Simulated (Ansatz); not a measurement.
The same bond dissociation along the group C, Ge, Sn.

Isolated molecules relaxed with PBE0-D4/def2-TZVP in Ansatz; ΔE leaves out vibrations. CCSD(T)/CBS adds triple-zeta CCSD(T) − MP2 to the extrapolated MP2 energy (def2 sets, frozen cores). This one scheme is used for every species, atoms too. DFT in def2-TZVPP. No spin–orbit coupling; open shells (•) take unrestricted orbitals. Spin–orbit coupling would lower the free atoms: a little for F. Elements past krypton have def2 core potentials. For Br, Ge, Sn outer-core shells are correlated without core-valence functions, so the limit isn't a true one: a few kJ/mol of doubt a bond, and 10 to 20 or more in all where bonds break to atoms. Scalar relativity is left out up to krypton.

| reaction | CCSD(T)/CBS(def2) (eV) |
| --- | --- |
| `FCBr` → F• + `[CH2]Br`• | 4.93 |
| `[F][GeH2][Br]` → F• + `[GeH2][Br]`• | ? |
| `[F][SnH2][Br]` → F• + `[Br][SnH2]`• | 5.24 |

(1) Fill in the missing values. (Estimate.)

Largest T1 diagnostic: 0.014, for `[CH2]Br`•.

## Answers

(1) Computed: `[F][GeH2][Br]` → F• + `[GeH2][Br]`•: +5.66 eV.
